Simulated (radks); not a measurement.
Species: the ruthenium ion Ru3+. Configuration: [Kr] 4d4 5p1 (not the ground configuration). Calculated with a radial shooting solver on a logarithmic mesh with Libxc functionals: scalar-relativistic Kohn-Sham, SCAN, spin-polarised, spherical densities, finite nucleus; open shells are filled with parallel spins first (spin-orbit coupling, left out, can overturn this in heavy ions); meta-GGA in the generalised Kohn-Sham scheme; Fermi nuclear charge, rms radius 4.4809 fm. Some entries of the table are withheld. Estimate them.

orbital  occ.  eigenvalue (Ry)  <r> (bohr)  <r^2> (bohr^2)
1s up       1        -1618.810     0.03344        0.001510
1s down     1        -1618.807     0.03344        0.001510
2s up       1        -236.5045      0.1456         0.02498
2s down     1        -236.4431      0.1455         0.02498
2p up       3        -211.8947      0.1270         0.01970
2p down     3        -211.8452      0.1270         0.01969
3s up       1        -44.63576      0.4015          0.1846
3s down     1        -44.60921      0.4016          0.1846
3p up       3        -36.47469      0.4023          0.1882
3p down     3        -36.44037      0.4023          0.1881
3d up       5        -23.42281      0.3839          0.1765
3d down     5        -23.36112      0.3838          0.1763
4s up       1         -8.91307       1.009           1.149
4s down     1         -8.59097       1.004           1.139
4p up       3         -6.60101       1.100           1.378
4p down     3         -6.25804       1.093           1.362
4d up       4         -3.23838       1.385           2.245
5p up       1         -1.82292         (1)           8.849

Answer. 
(1) 5p up <r> (bohr): 2.814
